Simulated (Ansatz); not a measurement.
Relaxation of F$_{2}$H$_{7}$NW (11 atoms, charge 0, multiplicity 1), to a largest force component of 0.03 eV/Å in at most 50 steps.

Computed with RKS PBE-D4/def2-SVP (Ansatz 0.2.0).

```xyz
11
Properties=species:S:1:pos:R:3:forces:R:3
W 0.241 -0.336 0.074 0.26 0.27 -0.57
F -0.062 -0.276 1.919 -0.22 -0.22 0.55
F 2.039 -0.400 -0.495 -0.01 0.06 0.05
H 0.283 0.892 -1.079 -0.01 -0.04 -0.01
H -0.908 0.892 0.170 0.04 0.03 0.03
H -0.276 -1.864 -0.454 -0.08 -0.05 0.05
H -1.025 -0.376 -1.045 0.03 -0.02 0.02
N 1.637 2.184 1.628 -0.45 -0.48 0.17
H 2.392 1.662 1.175 0.09 -0.06 0.01
H 1.077 2.645 0.905 -0.07 0.05 -0.05
H 1.025 1.535 2.165 0.43 0.44 -0.26
```

Where does it end, and by what steps?

The run converged. After 11 steps the energy has fallen by 0.846 eV; N8 moved furthest, 0.70 Å. Joined: W1–N8 (3.27 → 2.38 Å).

```
step  energy less start (eV)  largest force component (eV/Å)  accepted
   0                  0.0000                           0.566       yes
   1                 -0.0616                           0.481       yes
   2                 -0.0864                           0.616       yes
   3                 -0.0999                           0.655       yes
   4                 -0.1822                           0.594       yes
   5                 -0.3871                           1.360       yes
   6                 -0.7846                           0.810       yes
   7                 -0.8029                           0.761       yes
   8                 -0.8378                           0.420       yes
   9                 -0.8439                           0.102       yes
  10                 -0.8455                           0.055       yes
  11                 -0.8462                           0.013       yes
```

```xyz
11
Properties=species:S:1:pos:R:3
W 0.300 -0.167 0.153
F -0.312 -0.354 1.944
F 2.078 -0.290 -0.509
H 0.297 1.033 -1.045
H -0.929 1.000 0.215
H -0.119 -1.780 -0.297
H -0.898 -0.370 -1.019
N 1.380 1.651 1.255
H 2.397 1.650 1.098
H 1.019 2.544 0.897
H 1.209 1.639 2.271
```

Whether the end is a true minimum wasn't checked by a vibrational analysis.

The run took 27 s on 2 threads of Arm Neoverse V2, on a shared host, peak memory 0.15 GiB.
